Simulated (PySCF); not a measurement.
Electron correlation in B⁺ (boron, charge +1)

[He] 2s2, closed-shell 1S. All numbers are calculated (PySCF 2.14, the non-relativistic Hamiltonian (point nucleus), in aug-cc-pVDZ (4s3p2d, 23 functions)). Frozen: 1s2; 2 electrons correlated.

Total MP2 correlation energy: -32.66 mhartree.

Same-spin part 0.00 and opposite-spin part -32.66 mhartree; SCS-MP2 scales them by 1/3 and 6/5 to -39.19 mhartree.

With two correlated electrons CCSD is exact within the correlated space (frozen core and kept virtual orbitals).

```csv
level,correlation energy (mhartree)
CCSD,-58.68
```

Diagnostics: T1 = 0.012, D1 = 0.0167, largest double amplitude 0.151.

Question: Is a single reference adequate?

Answer: Not fully. A double-excitation amplitude exceeds 0.15, a sign of near-degeneracy.
